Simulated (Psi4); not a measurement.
H4O4Si, singlet, at a GFN2-xTB geometry; PBE/6-311G** run with Psi4 1.11.

Psi4 was given this input:
```
memory 2 GB

molecule mol {
0 1
O     0.716554    1.189827   -0.842970
Si   -0.000000   -0.000000    0.000000
O    -1.028142    0.716783    1.033867
O    -0.687388   -0.991725   -1.087987
O     0.998976   -0.914885    0.897089
H     1.010098    1.964883   -0.373784
H    -1.399381    0.195350    1.739066
H    -1.158788   -0.605338   -1.819767
H     1.548071   -1.554894    0.454486
}

set {
  basis 6-311g**
  reference rks
}

energy('pbe')
print_variables()
```

Output, abridged:

```
   => Loading Basis Set <=

    Name: 6-311G**
    Role: ORBITAL
    Keyword: BASIS

         ---------------------------------------------------------
                                   SCF
               by Justin Turney, Rob Parrish, Andy Simmonett
                          and Daniel G. A. Smith
                              RKS Reference
         ---------------------------------------------------------

  ==> Geometry <==

    Molecular point group: c1
    Full point group: C1

    Geometry (in Angstrom), charge = 0, multiplicity = 1:

       Center              X                  Y                   Z               Mass
    ------------   -----------------  -----------------  -----------------  -----------------
         O            0.716554000000     1.189826989500    -0.842969843865    15.994914619570
         SI          -0.000000000000    -0.000000010500     0.000000156135    27.976926534650
         O           -1.028142000000     0.716782989500     1.033867156135    15.994914619570
         O           -0.687388000000    -0.991725010500    -1.087986843865    15.994914619570
         O            0.998976000000    -0.914885010500     0.897089156135    15.994914619570
         H            1.010098000000     1.964882989500    -0.373783843865     1.007825032230
         H           -1.399381000000     0.195349989500     1.739066156135     1.007825032230
         H           -1.158788000000    -0.605338010500    -1.819766843865     1.007825032230
         H            1.548071000000    -1.554894010500     0.454486156135     1.007825032230

  Running in c1 symmetry.

  Rotational constants: A =      0.13805  B =      0.13805  C =      0.12578 [cm^-1]
  Rotational constants: A =   4138.53785  B =   4138.53630  C =   3770.68086 [MHz]
  Nuclear repulsion =  270.793369366316938

  Charge       = 0
  Multiplicity = 1
  Electrons    = 50
  Nalpha       = 25
  Nbeta        = 25

  ==> Algorithm <==

  SCF Algorithm Type is DF.
  DIIS enabled.
  MOM disabled.
  Fractional occupation disabled.
  Guess Type is SAD.
  Energy threshold   = 1.00e-06
  Density threshold  = 1.00e-06
  Integral threshold = 1.00e-12

  ==> Primary Basis <==

  Basis Set: 6-311G**
    Blend: 6-311G**
    Number of shells: 60
    Number of basis functions: 122
    Number of Cartesian functions: 127
    Spherical Harmonics?: true
    Max angular momentum: 2

  ==> DFT Potential <==

   => LibXC <=

    Version 7.1.2
    S. Lehtola, C. Steigemann, M. J. T. Oliveira, and M. A. L. Marques,  SoftwareX 7, 1–5 (2018) (10.1016/j.softx.2017.11.002)

   => Composite Functional: PBE <=

    PBE GGA Exchange-Correlation Functional

    J.P. Perdew et. al., Phys. Rev. Lett., 77(18), 3865-3868, 1996

    Deriv               =              1
    GGA                 =           TRUE
    Meta                =          FALSE

    Exchange Hybrid     =          FALSE
    MP2 Hybrid          =          FALSE

   => Exchange Functionals <=

    1.0000     XC_GGA_X_PBE

   => Correlation Functionals <=

    1.0000     XC_GGA_C_PBE

   => LibXC Density Thresholds  <==

    XC_GGA_C_PBE:  1.00E-12
    XC_GGA_X_PBE:  1.00E-15

   => Molecular Quadrature <=

    Radial Scheme          =       TREUTLER
    Pruning Scheme         =           NONE
    Nuclear Scheme         =       TREUTLER

    Blocking Scheme        =         OCTREE
    BS radius alpha        =              1
    Pruning alpha          =              1
    Radial Points          =             75
    Spherical Points       =            302
    Total Points           =         195202
    Total Blocks           =           1513
    Max Points             =            256
    Max Functions          =            120
    Weights Tolerance      =       1.00E-15

   => Loading Basis Set <=

    Name: (6-311G** AUX)
    Role: JKFIT
    Keyword: DF_BASIS_SCF

  ==> Integral Setup <==

  SCF_SUBTYPE=INCORE selected. In-core MEM_DF algorithm will be used.
  Using in-core AOs.

  ==> MemDFJK: Density-Fitted J/K Matrices <==

    J tasked:                   Yes
    K tasked:                    No
    wK tasked:                   No
    Algorithm:                 Core
    Schwarz Cutoff:           1E-12
    Mask sparsity (%):       2.7143
    Fitting Condition:        1E-10

   => Auxiliary Basis Set <=

  Basis Set: (6-311G** AUX)
    Blend: CC-PVTZ-JKFIT
    Number of shells: 177
    Number of basis functions: 557
    Number of Cartesian functions: 669
    Spherical Harmonics?: true
    Max angular momentum: 4

  Minimum eigenvalue in the overlap matrix is 1.1901232757E-02.
  Reciprocal condition number of the overlap matrix is 2.4891284568E-03.
    Using symmetric orthogonalization.

  ==> Pre-Iterations <==

  SCF Guess: Superposition of Atomic Densities via on-the-fly atomic UHF (no occupation information).

   -------------------------
    Irrep   Nso     Nmo
   -------------------------
     A        122     122
   -------------------------
    Total     122     122
   -------------------------

  ==> Iterations <==

                           Total Energy        Delta E     RMS |[F,P]|

   @DF-RKS iter SAD:  -592.05306876705288   -5.92053e+02   0.00000e+00
   @DF-RKS iter   1:  -591.93040704515010    1.22662e-01   1.18982e-02 ADIIS/DIIS
   @DF-RKS iter   2:  -590.39906104144814    1.53135e+00   1.97829e-02 ADIIS/DIIS
   @DF-RKS iter   3:  -592.61819347589972   -2.21913e+00   7.83859e-04 ADIIS/DIIS
   @DF-RKS iter   4:  -592.61943496783783   -1.24149e-03   3.09920e-04 ADIIS/DIIS
   @DF-RKS iter   5:  -592.61982355801661   -3.88590e-04   6.63656e-05 DIIS
   @DF-RKS iter   6:  -592.61985351150861   -2.99535e-05   1.40067e-05 DIIS
   @DF-RKS iter   7:  -592.61985457047990   -1.05897e-06   6.66341e-07 DIIS
   @DF-RKS iter   8:  -592.61985457242918   -1.94927e-09   1.02551e-07 DIIS
  Energy and wave function converged.

  ==> Post-Iterations <==

   Electrons on quadrature grid:
      Ntotal   =   50.0000194532 ; deviation = 1.945e-05

    Orbital Energies [Eh]
    ---------------------

    Doubly Occupied:

       1A    -65.433401     2A    -18.734631     3A    -18.734616
       4A    -18.734616     5A    -18.734615     6A     -5.086600
       7A     -3.497323     8A     -3.497323     9A     -3.496878
      10A     -0.948325    11A     -0.911025    12A     -0.911025
      13A     -0.907016    14A     -0.536210    15A     -0.476391
      16A     -0.476390    17A     -0.463098    18A     -0.341765
      19A     -0.318280    20A     -0.313776    21A     -0.313776
      22A     -0.293058    23A     -0.288588    24A     -0.261500
      25A     -0.261500

    Virtual:

      26A     -0.007034    27A      0.042689    28A      0.042689
      29A      0.044950    30A      0.127120    31A      0.127120
      32A      0.135412    33A      0.173165    34A      0.211708
      35A      0.226516    36A      0.226516    37A      0.308491
      38A      0.313494    39A      0.369295    40A      0.425582
      41A      0.425582    42A      0.572452    43A      0.596819
      44A      0.722732    45A      0.743889    46A      0.754999
      47A      0.754999    48A      0.783354    49A      0.834323
      50A      0.834323    51A      0.857995    52A      0.899464
      53A      0.899464    54A      0.918492    55A      0.983136
      56A      0.983136    57A      0.988556    58A      0.995357
      59A      1.091293    60A      1.091293    61A      1.113891
      62A      1.219909    63A      1.260457    64A      1.260457
      65A      1.336854    66A      1.336854    67A      1.337552
      68A      1.376840    69A      1.384742    70A      1.542041
      71A      1.559780    72A      1.686739    73A      1.686739
      74A      1.891377    75A      1.924605    76A      1.924606
      77A      1.949939    78A      2.320324    79A      2.329758
      80A      2.393782    81A      2.393782    82A      2.727764
      83A      2.727764    84A      2.852166    85A      2.874130
      86A      2.884900    87A      2.977419    88A      2.977419
      89A      3.016200    90A      3.025700    91A      3.029300
      92A      3.036963    93A      3.036963    94A      3.091670
      95A      3.298109    96A      3.298110    97A      3.324986
      98A      3.617993    99A      3.673643   100A      3.673644
     101A      3.685250   102A      4.626247   103A      4.684647
     104A      4.718546   105A      4.718546   106A      4.727584
     107A      4.810915   108A      4.885929   109A      4.885929
     110A      5.331883   111A      5.339260   112A      5.368169
     113A      5.368170   114A      5.610965   115A     11.225190
     116A     11.277779   117A     11.277779   118A     49.442530
     119A     49.442530   120A     49.444799   121A     49.515716
     122A    140.419446

    Final Occupation by Irrep:
              A
    DOCC [    25 ]
    NA   [    25 ]
    NB   [    25 ]

  @DF-RKS Final Energy:  -592.61985457242918

   => Energetics <=

    Nuclear Repulsion Energy =            270.7933693663169379
    One-Electron Energy =               -1358.5875674802969115
    Two-Electron Energy =                 551.8036763668037565
    DFT Exchange-Correlation Energy =     -56.6293328252530088
    Empirical Dispersion Energy =           0.0000000000000000
    VV10 Nonlocal Energy =                  0.0000000000000000
    Total Energy =                       -592.6198545724291762

Computation Completed

Properties will be evaluated at   0.000000,   0.000000,   0.000000 [a0]

Properties computed using the SCF density matrix

 Multipole Moments:

 ------------------------------------------------------------------------------------
     Multipole            Electronic (a.u.)      Nuclear  (a.u.)        Total (a.u.)
 ------------------------------------------------------------------------------------

 L = 1.  Multiply by 2.5417464519 to convert [e a0] to [Debye]
 Dipole X            :         -0.0000002           -0.0000000           -0.0000002
 Dipole Y            :         -0.0000006            0.0000009            0.0000003
 Dipole Z            :          0.0000035            0.0000015            0.0000050
 Magnitude           :                                                    0.0000051

 ------------------------------------------------------------------------------------

  Variable Map:
  ----------------------------------------------------------------------------
  "CURRENT ENERGY"              =>    -592.619854572429
  "CURRENT REFERENCE ENERGY"    =>    -592.619854572429
  "DD SOLVATION ENERGY"         =>       0.000000000000
  "DFT FUNCTIONAL TOTAL ENERGY" =>    -592.619854572429
  "DFT TOTAL ENERGY"            =>    -592.619854572429
  "DFT VV10 ENERGY"             =>       0.000000000000
  "DFT XC ENERGY"               =>     -56.629332825253
  "GRID ELECTRONS ALPHA"        =>      25.000009726597
  "GRID ELECTRONS BETA"         =>      25.000009726597
  "GRID ELECTRONS TOTAL"        =>      50.000019453195
  "NUCLEAR REPULSION ENERGY"    =>     270.793369366317
  "ONE-ELECTRON ENERGY"         =>   -1358.587567480297
  "PCM POLARIZATION ENERGY"     =>       0.000000000000
  "PE ENERGY"                   =>       0.000000000000
  "SCF ITERATION ENERGY"        =>    -592.619854572429
  "SCF ITERATIONS"              =>       8.000000000000
  "SCF TOTAL ENERGY"            =>    -592.619854572429
  "TWO-ELECTRON ENERGY"         =>     551.803676366804
  "XC GRID RADIAL POINTS"       =>      75.000000000000
  "XC GRID SPHERICAL POINTS"    =>     302.000000000000
  "XC GRID TOTAL POINTS"        =>  195202.000000000000

  Array Variable Map:
  ----------------------------------------------------------------------------
  "CURRENT DIPOLE"              =>      -0.000000202666 ... 0.000005046485 1 by 3
  "SCF DIPOLE"                  =>      -0.000000202666 ... 0.000005046485 1 by 3
  "SCF TOTAL ENERGIES"          =>    -592.053068767053 ... -592.619854572429 1 by 9
```
